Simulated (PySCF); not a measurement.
Compound: C9H7F.
SMILES: `C#CC1=C[C@@H]2C=C[C@@]1(F)C2`

Level: CAM-B3LYP/def2-SVPD in PySCF, non-relativistic, on one gas-phase PBE0-D3(BJ)/def2-SVP geometry that isn't relaxed in the solvent. The solvent is an IEF-PCM continuum (Bondi radii, 1.10 Å for H, scaled by 1.2), and excitations are vertical TDDFT with non-equilibrium linear response and a frozen core. Specific hydrogen bonds and non-electrostatic terms are outside this model.

Gas-phase singlets (H = HOMO, L = LUMO):

```json
{"state": "S1", "E (eV)": "4.692", "λ (nm)": "264", "f": "0.066", "leading configuration": "H→L 88%"}
{"state": "S2", "E (eV)": "5.130", "λ (nm)": "242", "f": "0.036", "leading configuration": "H-1→L 64%"}
{"state": "S3", "E (eV)": "5.819", "λ (nm)": "213", "f": "0.002", "leading configuration": "H→L+4 30%"}
{"state": "S4", "E (eV)": "5.935", "λ (nm)": "209", "f": "0.075", "leading configuration": "H-2→L 47%"}
{"state": "S5", "E (eV)": "6.203", "λ (nm)": "200", "f": "0.031", "leading configuration": "H→L+1 42%"}
```

Problem. How does the list change in benzene (ε = 2.271)?

Solution. 
```json
{"state": "S1", "E (eV)": "4.638", "λ (nm)": "267", "f": "0.101", "leading configuration": "H→L 92%", "change by rank (eV)": "-0.054"}
{"state": "S2", "E (eV)": "5.162", "λ (nm)": "240", "f": "0.056", "leading configuration": "H-1→L 68%", "change by rank (eV)": "+0.032"}
{"state": "S3", "E (eV)": "5.811", "λ (nm)": "213", "f": "0.003", "leading configuration": "H→L+4 32%", "change by rank (eV)": "-0.008"}
{"state": "S4", "E (eV)": "5.910", "λ (nm)": "210", "f": "0.113", "leading configuration": "H-2→L 48%", "change by rank (eV)": "-0.025"}
{"state": "S5", "E (eV)": "6.223", "λ (nm)": "199", "f": "0.049", "leading configuration": "H→L+1 44%", "change by rank (eV)": "+0.020"}
```

Problem. The ground-state energy changes by -0.106 eV from gas to benzene. By how much does the total energy of gas-phase S1 change?

Solution. E(S1) = E(S0) + excitation energy, so it changes by -0.106 − 0.054 = -0.160 eV: it is lowered more than the ground state, which is what a red shift means. This is the vertical state, with the slow part of the continuum still set for S0.

Problem. How do the frontier levels move from gas to benzene?

Solution. 
```tsv
orbital	gas (eV)	solvent (eV)	change (eV)
LUMO+2	1.39	1.49	+0.10
LUMO+1	1.20	1.26	+0.06
LUMO	-0.24	-0.21	+0.03
HOMO	-7.90	-7.89	+0.01
HOMO-1	-8.82	-8.80	+0.02
HOMO-2	-9.56	-9.59	-0.03
HOMO-3	-10.52	-10.53	-0.01
```

The HOMO–LUMO gap goes from 7.66 to 7.67 eV. Rows go by rank; for LUMO+1 and LUMO+2 the atom shares or the degeneracy differ between the runs, so the row needn't follow one orbital.
